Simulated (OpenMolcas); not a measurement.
Mo2+ (d4) among equal point charges was computed by CASSCF with the d shell active (OpenMolcas, ANO-RCC-VDZP on the metal). Its lowest spin-free states, and all those of the highest spin:

```tsv
2S+1	Degeneracy	E (cm-1)
5	1	0.0
5	1	1594
3	2	8253
3	1	8780
5	1	9394
5	2	10013
3	1	15375
1	2	15798
3	1	15936
3	1	16038
3	2	16224
1	1	16423
```

Problem. Is the site octahedral, tetrahedral or cube-like, axial, or of lower symmetry?

Solution. The states with 2S+1 = 5 have orbital degeneracies 1, 1, 1, 2. There are pairs but no triples, so the site is axial: not cubic, but with a proper or improper axis of order three or more. The run had Mo2+ among 6 point charges of -0.65 e arranged as a tetragonal octahedron (D4h), 1.79 Å from the ion, with the axial distance 1.862 Å.

Without dynamic correlation the repulsion within the d shell is too large (B by tens of per cent), so at a given field states of lower spin stand too high. This shell can be high or low spin here, a state of another spin lies low, and with metal d orbitals alone active their balance is uncertain, so the ground spin may be wrong. Point charges give a weaker field than real ligands, and real ions of this kind are as a rule low spin; the high spin found here belongs to the model. Point charges carry no covalency, so the field is a model and not that of real ligands. No measured value stands beside these numbers.
